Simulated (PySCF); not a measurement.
Method used: PySCF 2.14.0, delta-SCF UKS SCAN, pcX-2 on the ionised atom, pcseg-1 elsewhere, spin-free X2C. Geometries: PBE0-D3(BJ)/def2-SVP; isolated species, one conformer each. Values against the vacuum level.

Question: Order these sites by rising C 1s binding energy.
A. C1 in `[CH3:1][NH:2][N:3]([CH3:4])[CH2:5][C:6]([F:7])([F:8])[F:9]`
B. Carbon in `O=CO[SiH2]P[SiH3]`
C. C4 in `[CH2:1]=[CH:2][C:3]#[C:4][B:5]([C:6]#[N:7])[NH:8][CH3:9]`
D. C2 in `[CH3:1][C:2]#[C:3][BH2-:4][N+:5]#[C:6][CH2:7][C:8]#[N:9]`

Answer: D (289.19 eV), C (289.87 eV), A (291.50 eV), B (295.03 eV).

The highest is bonded to O (double bond), O and H, the lowest to C (triple bond) and C; the range is 5.84 eV.

2 of these hole states are spin-contaminated (⟨S²⟩ up to 0.99, against 0.75; counted from 0.85) and less certain.
